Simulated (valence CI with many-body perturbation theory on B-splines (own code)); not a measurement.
# Tl I: what the settings do

Level of theory: configuration interaction combined with many-body perturbation theory (CI+MBPT): three valence electrons over a frozen Dirac-Fock core [Xe] 4f14 5d10, radial functions for each j: 6 s, 6 p, 5 d, 3 f, 1 g, with the one-electron correlation potential Σ1, the two-electron term Σ2, the three-electron term Σ3, Breit, model QED; selected CI, second order for the rest, scaled by the run's own slope (own B-spline code, finite nucleus).

Against 9 measured levels this calculation errs by 420 cm⁻¹ on average and by 829 at most.

The reference run has the lowest level 6s²6p ²P°_1/2 and an ionisation energy of 6.05799 eV. Its largest variational space holds 2577 state functions.

```tsv
Level	Reference (cm⁻¹)	Shift (cm⁻¹)
6s²6p ²P°_3/2	7911	-204
6s²7s ²S_1/2	26343	-2028
6s²7p ²P°_1/2	33851	-1945
6s²7p ²P°_3/2	34849	-1911
6s²6d ²D_3/2	35842	-1831
6s²6d ²D_5/2	35912	-1840
6s²8s ²S_1/2	37917	-1948
6s²8p ²P°_1/2	40607	-1941
6s²8p ²P°_3/2	40990	-1938
```

The ionisation energy moves by -0.26603 eV.

Q: Which of these changes was made?
A. Davidson tolerance 2e-05 → 0.0003
B. shift of the energy in Σ1 (hartree) 0 → 0.1
C. correlating orbitals by l 3 3 3 2 1 → 4 4 0 0 0; averaging of valence orbitals over low configurations on → off

A: C. correlating orbitals by l 3 3 3 2 1 → 4 4 0 0 0; averaging of valence orbitals over low configurations on → off.
